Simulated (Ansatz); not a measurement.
Molecule: sum formula H6Si3O2Cl2, net charge 0, singlet state. 
Coordinates optimised at B3LYP-D3(BJ)/def2-TZVP (Ansatz, a first-principles code):
SMILES: [SiH3]O[Si](Cl)(Cl)O[SiH3]
```xyz
13

Si     2.8412     0.9557     0.7689
O      1.2214     0.6463     0.7185
Si     0.0065    -0.0405    -0.0695
Cl    -0.1541     0.7723    -1.9418
Cl     0.3579    -2.0472    -0.2740
O     -1.3553     0.1927     0.7426
Si    -2.9864    -0.0473     0.8079
H      3.2403     1.6888    -0.4510
H      3.0946     1.7784     1.9677
H      3.5825    -0.3201     0.8555
H     -3.4725     0.5733     2.0557
H     -3.6241     0.5885    -0.3641
H     -3.2704    -1.4978     0.8113
```
Charge 0, spin multiplicity 1.

Atomisation energy built up term by term with Ansatz (kcal/mol; UHF references for open shells; valence terms freeze the core; atomic spin-orbit terms are left out). Basis-set limits of correlation are two-point, X^-3; Hartree-Fock from the larger set.

```csv
term,basis,kcal/mol
Hartree-Fock,cc-pV(Q+d)Z,[?]
CCSD correlation,"CBS(cc-pV(T+d)Z,cc-pV(Q+d)Z)",262.81
(T),"CBS(cc-pV(T+d)Z,cc-pV(Q+d)Z)",[?]
core correlation,cc-pwCVTZ,0.57
scalar relativity (X2C),cc-pVTZ-DK against cc-pVTZ,-3.47
sum: De,,[?]
```

Question: Complete the blanks.

Answer: 
- Hartree-Fock, kcal/mol: 842.29
- (T), kcal/mol: 17.07
- sum: De, kcal/mol: 1119.3
